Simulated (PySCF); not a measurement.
PySCF input file for C3H4BrF, SMILES C/C(F)=C\Br, PBE/pcSseg-1. Geometry optimised at B3LYP-D3(BJ)/def2-SVP.

```python
import numpy as np
from pyscf import gto, scf, dft
from pyscf.prop.nmr import rks as nmr

mol = gto.M(
    atom='''
    C    -1.37438116   -1.68214686    0.00000000
    C     0.09285831   -1.44464189   -0.00000000
    F     0.80858956   -2.58770556   -0.00000000
    C     0.77926366   -0.29767214    0.00000000
    Br   -0.02529970    1.41165224   -0.00000000
    H    -1.65868743   -2.27057339    0.88799291
    H    -1.93012739   -0.73716682   -0.00000000
    H    -1.65868743   -2.27057339   -0.88799291
    H     1.86924068   -0.29339926    0.00000000
    ''',
    basis='pcSseg-1',
    charge=0,
    spin=0,
    max_memory=1600,
    verbose=3,
)
mf = dft.RKS(mol, xc='pbe')
mf.grids.level = 3
mf.conv_tol = 1e-10
mf.max_cycle = 100
mf.kernel()
n = nmr.NMR(mf)
n.verbose = 2
n.max_cycle_cphf = 60
sigma = n.kernel()
print('atom   isotropic/ppm   span/ppm')
for i, s in enumerate(sigma):
    w = np.linalg.eigvalsh((s + s.T) / 2)
    print(f'{mol.atom_symbol(i):2s}{i + 1:3d} {w.mean():14.3f} {w[2] - w[0]:11.3f}')
```

Program output:

```
converged SCF energy = -2789.78086547906
atom   isotropic/ppm   span/ppm
C   1        163.408      30.202
C   2          9.065     144.944
F   3        235.541     209.747
C   4         73.313     122.977
Br  5       2141.210    1051.682
H   6         29.314       9.725
H   7         28.663       9.402
H   8         29.314       9.725
H   9         25.540       9.719
```

The calculation finished and met its thresholds.

Cost: roughly 40 core-seconds.
